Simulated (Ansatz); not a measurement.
Molecule: sum formula SiN3H6, net charge -1, singlet state. It need not be the lowest isomer of its formula. Whether it binds its extra electron was not tested at this geometry. SMILES: [NH-][SiH](N)N
Geometry from a B3LYP-D3(BJ)/def2-TZVP (Ansatz, a program for electronic structure) optimisation:
```
Si
N 1 1.6488
H 2 1.0161 1 116.14
N 1 1.7849 2 115.53 3 44.60
H 4 1.0144 1 111.30 2 43.11
H 4 1.0154 5 107.87 1 -125.61
N 1 1.7878 2 109.19 3 168.24
H 7 1.0137 1 111.98 2 106.05
H 7 1.0155 8 107.33 1 119.45
H 1 1.5279 2 123.28 3 -76.28
```
Charge -1, spin multiplicity 1.

Parts of the frozen-core correlation energy in aug-cc-pV(T+d)Z (Ansatz, hartree). Frozen orbitals: 8; correlated occupied orbitals by spin: 13 and 13; virtual: 310 and 310. Spin-orbit coupling is left out. No relativistic terms.

```csv
term,value
reference (HF),-455.91720
MP2 opposite-spin,-0.61864
MP2 same-spin,-0.19487
CCSD correlation,-0.83588
(T),-0.03678
T1 diagnostic,0.014
largest doubles amplitude,0.010
```
